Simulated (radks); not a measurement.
Numerical settings for the phosphorus ion P2+, [Ne] 3s2 3p1. All-electron calculation, Dirac Kohn-Sham, PBE, spin-unpolarised, spherical densities, finite nucleus; open shells fill j = l - 1/2 first; Fermi nuclear charge, rms radius 3.1889 fm. Program: a radial shooting solver on a logarithmic mesh with Libxc functionals. The defaults (mesh step 0.008 in ln r, mesh end at 40 bohr or more with all orbitals vanishing there, Anderson mixing 0.5 over 9 steps, residual threshold near 1e-9 with the energy settled to 1e-9 hartree or 1e-11 of itself, here a cap of 57 iterations) give E = -340.8432 hartree and 3p1/2 at -24.317 eV in 13 iterations. Run on one thread of a shared host, so times are rough (Arm Neoverse N1): 0.08 s of CPU time, 0.08 s wall, 13 iterations on 2189 mesh points. Changes against that run (0 stands for a change within the tolerance of the run):

| setting | iterations | converged | E (mhartree) | e(3p1/2) (meV) | CPU (s) |
|---|---|---|---|---|---|
| mesh step in ln r 0.2 | 57 | no | -1.9e+06 | - | 0.14 |
| mesh step in ln r 0.08 | 57 | no | -7.08e+03 | - | 0.18 |
| mesh step in ln r 0.005 | 13 | yes | 0 | 0 | 0.12 |
| mesh end (bohr) 2 | 13 | level above zero | +3.42e+03 | +4.41e+04 | 0.05 |
| mesh end (bohr) 400 | 13 | yes | 0 | 0 | 0.09 |
| residual threshold 0.1 | 8 | yes | 0 | -0.637 | 0.06 |
| residual threshold 1e-13 | 37 | yes | 0 | 0 | 0.16 |
| mixing 0.2 | 17 | yes | 0 | 0 | 0.1 |
| linear mixing, mixing 0.8 | 16 | yes | 0 | 0 | 0.09 |
| linear mixing, mixing 0.5 | 30 | yes | 0 | 0 | 0.13 |
| mixing history 20 | 15 | yes | 0 | 0 | 0.09 |
| iteration cap 2 | 2 | no | +383 | -1.22e+04 | 0.02 |

Settled on a wrong energy, with an occupied level pushed above zero by the early mesh end: mesh end (bohr) 2 (+3.42 hartree). Apart from these: no run marked as converged misses the energy by more than 1 mhartree. A mesh that ends early acts as a hard wall.
